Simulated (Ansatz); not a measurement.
Consider the hydrogenolysis of a C–N bond: `BN/C(C)=C\F` + H₂ → `C/C=C\F` + `BN`.

Program: Ansatz. Geometries: PBE0-D4/def2-TZVP. ΔE: electronic, gas phase. CBS: MP2 limit from def2 TZ/QZ plus the TZ coupled-cluster correction, frozen cores. This one scheme is used for every species. Double bonds are as drawn, so ΔE can hold a change between cis and trans. DFT in def2-TZVPP. Each species was taken in one conformer, which may not be the lowest.

```tsv
level	ΔE (kcal/mol)
r2SCAN-D4	-13.1
B2PLYP	-16.0
r2SCAN	-13.6
HF/def2-TZVPP	-20.9
CCSD/def2-TZVPP	-16.3
HF/def2-QZVPP	-20.9
MP2/def2-QZVPP	-13.6
MP2/CBS(def2)	-13.5
```

**Question.** What does CCSD(T)/CBS give? (Best estimate.)

**Answer.** Ansatz gave: -14.5 kcal/mol. The listed levels differ from it by 1.4, -1.5, 0.9, -6.4, -1.8, -6.4, 0.9, 1.0 kcal/mol.

Largest T1 diagnostic among the species: 0.013.

The D4 term adds +3.0 kcal/mol with B3LYP and +1.7 kcal/mol with PBE0; it sums over pairs of atoms, weighted by their polarisabilities, and B3LYP, whose exchange is more repulsive, gets the larger term. In def2-TZVPP, CCSD(T) changes the Hartree–Fock value by +6.2 kcal/mol (the triples alone add +1.5 kcal/mol) and MP2 by +7.2 kcal/mol. From PBE to PBE0 (25 % exact exchange), in def2-TZVPP and without D4, ΔE moves by −1.1 kcal/mol.

B3LYP here is the variant with VWN-RPA as its local correlation; programs differ in this.
